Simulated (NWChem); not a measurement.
C₃H₅NO₂; SMILES C1OCN=CO1

```xyz
11

C      0.9891    -0.8957    -0.0857
N      1.3643     0.3003     0.0793
C      0.3594     1.3154     0.1045
O     -0.9145     0.8752    -0.3275
C     -1.2201    -0.3457     0.2285
O     -0.2802    -1.3383    -0.1477
H      1.7093    -1.7167    -0.1918
H      0.6434     2.1273    -0.5821
H      0.2984     1.7439     1.1256
H     -2.1985    -0.6710    -0.1469
H     -1.2343    -0.2982     1.3374
```
Atoms are numbered in this order, from 1.

All runs: NWChem. Structure relaxed at the PBE0/def2-SVP level. Level: M05-2X/def2-SVP with COSMO at NWChem's default radii, gas-phase geometry; rows give the dielectric constant.

```tsv
dielectric constant	electrostatic solvation energy (kcal/mol)	dipole in solution (D)
3.9	-4.8	1.79
11.7	-6.1	1.88
20.7	-6.3	1.90
25.0	-6.4	1.90
78.4	-6.6	1.92
```
